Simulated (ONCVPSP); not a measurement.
# technetium: one change to an ONCV potential, before and after

```
Element                 : Tc (Z = 43)
Generator               : ONCVPSP 4.0.1
Type                    : optimised norm-conserving Vanderbilt (ONCV)
Functional              : PBE
Relativity              : scalar-relativistic
Frozen core             : [Ar] 3d10
Valence charge          : 15
Reference configuration : 4s2 4p6 4d5 5s2
Partial waves           : 4s+5s: rc 2.05 bohr, ncon 3, nbas 8, qcut 7.4 1/bohr, 3 projectors, debl 2.1 Ha; 4p: rc 1.80 bohr, ncon 4, nbas 8, qcut 8.5 1/bohr, 2 projectors, debl 1.3 Ha; 4d: rc 1.95 bohr, ncon 4, nbas 8, qcut 9.5 1/bohr, 1 projector
Local potential         : polynomial inside 1.50 bohr (lpopt 5, dvloc0 6 Ha)
Core correction         : none
```

In the p channel the program set the typed energies aside and used -1.666, 0.250 Ha.

All-electron outer shells of the reference configuration (PBE, scalar-relativistic, ld1.x):

```tsv
shell	level (eV)	outermost node (bohr)	outermost maximum (bohr)
3d	-249.88	–	0.31
4s	-73.38	0.50	0.95
4p	-45.34	0.51	1.03
4d	-6.66	0.50	1.27
5s	-5.04	1.28	2.72
```

Change: s: qcut 6.3; p: qcut 7.3; d: qcut 8.1.

Cutoffs: the cutoffs (Ha) at which the residual kinetic energy of the hardest occupied pseudo-wave falls to 1 and 0.1 mHa per electron; they do not see the model core or the augmentation charge, which bear on the density cutoff. Errors are all-electron minus pseudo energies relative to the spin-unpolarised reference configuration.

Q: How do hardness, ghosts and transferability respond?

A: The potential gets softer (23 Ha and 28 Ha → 21 Ha and 25 Ha); of the 4 tests that both files solve, the error grows in 1 and shrinks in 0 by more than 15 % and 0.3 meV (median size 8.7 → 10.0 meV); neither file shows a bound ghost.

```tsv
quantity	base	changed
cutoff, loose	23 Ha	21 Ha
cutoff, tight	28 Ha	25 Ha
loose cutoff by channel	s 14 Ha, p 13 Ha, d 23 Ha	s 8.8 Ha, p 13 Ha, d 21 Ha
bound ghosts	none	none
GHOST(+) flags under 300 eV	none	none
error for 4s2 4p6 4d5 5s1, meV [ΔE 8.15 eV]	-2.0	-2.1
error for 4s2 4p6 4d5 5s0, meV [ΔE 23.01 eV]	-7.6	-9.0
error for 4s2 4p6 4d4 5s0, meV [ΔE 51.71 eV]	-9.9	-11
error for 4s2 4p6 4d6 5s0, meV [ΔE 6.17 eV]	-10	-11
s: phases at 2.08 bohr within 0.05 rad from the reference energy up to (Ha; the scan ends near 5)	to the end of the scan	to the end of the scan
p: phases at 1.83 bohr within 0.05 rad from the reference energy up to (Ha; the scan ends near 5)	to the end of the scan	to the end of the scan
d: phases at 1.97 bohr within 0.05 rad from the reference energy up to (Ha; the scan ends near 5)	1.9	1.8
```
